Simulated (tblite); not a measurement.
Compound: C₄H₁₂N₂P₂.
Structure used (GFN2-xTB), in Å, numbered top down from 1:
```xyz
20
C4H12N2P2 angstrom
C     -2.4780   -0.3636    0.5920
N     -1.0662   -0.6029    0.4024
C     -0.6737   -0.9445   -0.9529
C      0.8385   -1.0579   -0.8753
N      1.2578    0.0764   -0.0692
C      2.6208    0.0065    0.4115
P      0.0188    0.5713    1.0183
P     -0.5564    2.3855   -0.1305
H     -2.8484    0.4645   -0.0306
H     -2.6535   -0.1195    1.6392
H     -3.0351   -1.2676    0.3400
H     -1.1448   -1.8847   -1.2509
H     -0.9571   -0.1553   -1.6679
H      1.3075   -0.9996   -1.8619
H      1.1251   -2.0092   -0.4039
H      2.8382   -0.9320    0.9364
H      2.8017    0.8384    1.0906
H      3.3044    0.0942   -0.4368
H      0.5961    3.0213    0.3131
H     -1.3008    2.8894    0.9333
```

Computed values, GFN2-xTB/tblite, gas phase, harmonic and unscaled. This tight-binding method is rough: wavenumbers can miss measured ones by several per cent, in bad cases by 10 to 20. Modes of hydrogen on phosphorus can be 10 to 20 % off. One conformer, not necessarily the lowest.

Harmonic wavenumbers (cm⁻¹): 68.3, 110.6, 136.8, 153.2, 182.3, 194.5, 225.5, 245.1, 281.6, 332.7, 359.6, 436.2, 457.8, 568.5, 652.0, 668.1, 691.9, 734.6, 865.6, 951.9, 1008.4, 1060.3, 1065.5, 1097.1, 1116.7, 1129.4, 1140.9, 1154.4, 1176.1, 1207.8, 1209.8, 1227.2, 1303.6, 1332.9, 1409.8, 1415.6, 1467.5, 1474.6, 1476.0, 1484.6, 1487.2, 1497.8, 2262.0, 2333.5, 2835.5, 2859.3, 2864.8, 2895.8, 2943.3, 2956.6, 2966.1, 2983.2, 3010.9, 3014.5.

A = 1740, B = 1436, C = 998.5 MHz; mass 150.048 u (most abundant isotopes); point group C1, symmetry number 1.

Zero-point energy?

Half the sum of the wavenumbers: 35093 cm⁻¹ = 100.33 kcal/mol.

Entropy at 298.15 K, 1 bar (ideal gas, RRHO, classical rotation)?

Translation 40.95, rotation 29.25, vibration 29.53: S = 99.7 cal/(mol K).

And Cp and H(298.15 K) − H(0)?

Cp = 40.13 cal/(mol K), of which vibrations give 32.19 (their classical limit is 54 R = 107.3); H(298.15 K) − H(0) = 7.26 kcal/mol without the zero-point energy, 4.89 from vibrations.

Which modes carry the vibrational entropy at 298.15 K?

68.3 cm⁻¹: 4.20; 110.6 cm⁻¹: 3.26; 136.8 cm⁻¹: 2.85; 153.2 cm⁻¹: 2.63; 182.3 cm⁻¹: 2.30; 194.5 cm⁻¹: 2.18 cal/(mol K); the other 48 give 12.10 together.

What must be added to the electronic energy to get the Gibbs energy at 298.15 K and 1 bar?

ZPE + [H(298.15 K) − H(0)] − T·S = 100.33 + 7.26 − 29.74 = 77.85 kcal/mol.

Blend soft modes into free rotors: weight 1/[1 + (100 cm⁻¹/ν̃)⁴] for the oscillator and the rest for a rotor with moment μB/(μ + B), μ = h/(8π²ν), B = 10⁻⁴⁴ kg m². What vibrational entropy results?

28.46 cal/(mol K) in place of 29.53, which changes −T·S at 298.15 K by +0.32 kcal/mol.

Hindered rotation and anharmonicity are outside this model. Other conformers, if any are populated, would add a mixing term that is left out. The structure is chiral; the term R ln 2 for an equal mix with its mirror image is left out.

On one thread of an Arm Neoverse V1, on a shared host, this took 0.85 s. The figure is for the frequency step alone.
